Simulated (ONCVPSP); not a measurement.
**Plane-wave convergence, ONCV potential for calcium**

| Item | Value |
| --- | --- |
| Element | Ca |
| Generator | ONCVPSP 4.0.1 |
| Type | optimised norm-conserving Vanderbilt (ONCV) |
| Functional | LDA (Perdew-Wang 92) |
| Relativity | non-relativistic |
| Frozen core | [Ne] |
| Valence charge | 10 |
| Reference configuration | 3s2 3p6 4s1.75 4p0.25 |
| Partial waves | 3s+4s: rc 1.55 bohr, ncon 4, nbas 8, qcut 6.3 1/bohr, 2 projectors; 3p+4p: rc 2.30 bohr, ncon 3, nbas 8, qcut 7.2 1/bohr, 2 projectors; d scattering state at 0.38 Ha: rc 2.00 bohr, ncon 3, nbas 7, qcut 4.3 1/bohr, 1 projector |
| Local potential | polynomial inside 1.35 bohr (lpopt 3, dvloc0 0 Ha) |
| Core correction | polynomial model core, fcfact 0.3 |

In the d channel the program set the typed energies aside and used -0.093 Ha.

Problem. For each optimised wave give the share of its norm inside rc, the residual kinetic energy above qcut (Ha) and the cutoffs (Ha) for errors of 10, 1, 0.1 and 0.01 mHa per electron.

Solution.

```json
{"wave": "3s", "norm inside rc": "0.826", "residual KE": "1.4e-04", "10 mHa": "12.0", "1 mHa": "16.4", "0.1 mHa": "22.5", "0.01 mHa": "70.4"}
{"wave": "4s", "norm inside rc": "0.036", "residual KE": "3.5e-05", "10 mHa": "3.8", "1 mHa": "13.6", "0.1 mHa": "18.2", "0.01 mHa": "29.2"}
{"wave": "3p", "norm inside rc": "0.955", "residual KE": "1.0e-09", "10 mHa": "10.3", "1 mHa": "13.7", "0.1 mHa": "16.6", "0.01 mHa": "19.2"}
{"wave": "4p", "norm inside rc": "0.035", "residual KE": "2.1e-10", "10 mHa": "6.2", "1 mHa": "10.2", "0.1 mHa": "13.7", "0.01 mHa": "16.8"}
{"wave": "d projector 1", "norm inside rc": "0.539", "residual KE": "2.3e-02", "10 mHa": "14.0", "1 mHa": "47.5", "0.1 mHa": "89.2", "0.01 mHa": "not reached"}
```

The occupied waves need 16 Ha and 22 Ha for 1 and 0.1 mHa. The cutoffs count occupied waves only; projector 1 of the d channel, the hardest unoccupied one, needs 47 Ha at the loose tolerance.
